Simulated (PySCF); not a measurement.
F2, singlet, at the geometry optimised at the base level; PBE0/6-31G*, frequencies run with PySCF.

Here is a job for PySCF.
```python
from pyscf import gto, scf, dft
from pyscf.hessian import thermo

mol = gto.Mole()
mol.atom = '''
    F    -0.000000   -0.000000   -0.693782
    F     0.000000    0.000000    0.693782
'''
mol.basis = '6-31g*'
mol.charge = 0
mol.spin = 0
mol.verbose = 3
mol.build()

mf = dft.RKS(mol)
mf.xc = 'pbe0'
mf.grids.level = 5
mf.kernel()
hess = mf.Hessian().kernel()
freq = thermo.harmonic_analysis(mf.mol, hess)
print('frequencies / cm-1', freq['freq_wavenumber'].round(1))
th = thermo.thermo(mf, freq['freq_au'], 298.15, 101325)
thermo.dump_thermo(mf.mol, th)
```

Output, abridged:

```
converged SCF energy = -199.308511125688
frequencies / cm-1 [1096.4]
temperature 298.1500 [K]
pressure 101325.00 [Pa]
Rotational constants [GHz] inf 27.63275 27.63275
Symmetry number 2
Zero-point energy (ZPE) 0.00250 [Eh]   6558.065 [J/mol]
                           tot       elec      trans        rot        vib
Entropy [J/mol/K]       201.953      0.000    154.112     47.577      0.265
Cv [J/mol/K]             21.970      0.000     12.472      8.314      1.184
Cp [J/mol/K]             30.285      0.000     20.786      8.314      1.184
Internal energy [J/mol]                      3718.434   2478.956   6624.462
Internal energy [Eh]   -199.30363  -199.30851
Enthalpy [J/mol]                             6197.391   2478.956   6624.462
Enthalpy [Eh]          -199.30268
Gibbs free energy [J/mol]                  -39750.989 -11706.027   6545.547
Gibbs free energy [Eh] -199.32562
```
